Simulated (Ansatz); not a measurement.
Molecule: CH2BBr2O, net charge 0, doublet state. It need not be the lowest isomer of its formula. 
Geometry from a B3LYP-D3(BJ)/def2-TZVP (Ansatz, a quantum-chemistry and plane-wave program) optimisation:
```
O
B 1 1.3447
C 1 1.3533 2 128.87
H 3 1.0758 1 114.99 2 180.00
H 3 1.0782 4 125.59 1 -180.00
Br 2 1.9191 1 117.53 3 -180.00
Br 2 1.9301 1 122.26 3 0.00
```
Charge 0, spin multiplicity 2.

Total electronic energies in hartree. Valence correlation only, unless marked. Open shells are spin-unrestricted. No spin-orbit coupling. The frozen core is the preceding noble-gas configuration, with the filled d and f shells of earlier blocks. Non-relativistic. Basis-set limits of correlation are two-point, X^-3; Hartree-Fock from the larger set. [CCSD(T)-MP2]/basis is that difference in the basis named.

```json
[
 {"level": "HF/STO-3G", "program": "Ansatz", "energy (Eh)": "-5226.20992"},
 {"level": "HF/6-31G", "program": "Ansatz", "energy (Eh)": "-5282.67839"},
 {"level": "PBE-D4/def2-TZVPD", "program": "Ansatz + dftd4", "energy (Eh)": "-5286.86824"},
 {"level": "BLYP-D4/def2-TZVPD", "program": "Ansatz + dftd4", "energy (Eh)": "-5287.82972"},
 {"level": "revPBE-D3(BJ)/def2-TZVPD", "program": "Ansatz + dftd3", "energy (Eh)": "-5287.33339"},
 {"level": "revPBE-D4/def2-TZVPD", "program": "Ansatz + dftd4", "energy (Eh)": "-5287.33782"},
 {"level": "r2SCAN/def2-TZVPD", "program": "Ansatz", "energy (Eh)": "-5287.70322"},
 {"level": "r2SCAN-D3(BJ)/def2-TZVPD", "program": "Ansatz + dftd3", "energy (Eh)": "-5287.70509"},
 {"level": "PBE0/def2-SVP", "program": "Ansatz", "energy (Eh)": "___"},
 {"level": "PBE0-D3(BJ)/def2-TZVP", "program": "Ansatz + dftd3", "energy (Eh)": "-5287.05218"},
 {"level": "PBE0/def2-TZVP", "program": "Ansatz", "energy (Eh)": "-5287.04609"},
 {"level": "PBE0/def2-TZVPD", "program": "Ansatz", "energy (Eh)": "-5287.04755"},
 {"level": "B2GP-PLYP-D3(BJ)/def2-TZVPD", "program": "Ansatz + dftd3", "energy (Eh)": "-5286.54478"},
 {"level": "B2PLYP/def2-TZVPD", "program": "Ansatz", "energy (Eh)": "-5286.85863"},
 {"level": "PBE-QIDH/def2-TZVPD", "program": "Ansatz", "energy (Eh)": "-5286.32440"},
 {"level": "MP2/cc-pVDZ", "program": "Ansatz", "energy (Eh)": "-5284.03633"},
 {"level": "RI-MP2/cc-pVTZ", "program": "Ansatz", "energy (Eh)": "-5284.41541"},
 {"level": "RI-MP2/cc-pVQZ", "program": "Ansatz", "energy (Eh)": "-5284.50087"},
 {"level": "CCSD/6-31G", "program": "Ansatz", "energy (Eh)": "-5283.03157"},
 {"level": "CCSD(T)/6-31G*", "program": "Ansatz", "energy (Eh)": "-5283.50571"},
 {"level": "RI-MP2/CBS(cc-pVTZ,cc-pVQZ)+[CCSD(T)-MP2]/cc-pVDZ", "program": "Ansatz", "energy (Eh)": "-5284.6095"},
 {"level": "RI-MP2/CBS(cc-pVTZ,cc-pVQZ)+[CCSD(T)-MP2]/cc-pVTZ", "program": "Ansatz", "energy (Eh)": "-5284.6281"},
 {"level": "CCSD(T)/CBS(cc-pVTZ,cc-pVQZ)", "program": "Ansatz", "energy (Eh)": "-5284.6263"}
]
```

Q: Complete the blanks.

A: 
- PBE0/def2-SVP, energy (Eh): -5286.26868
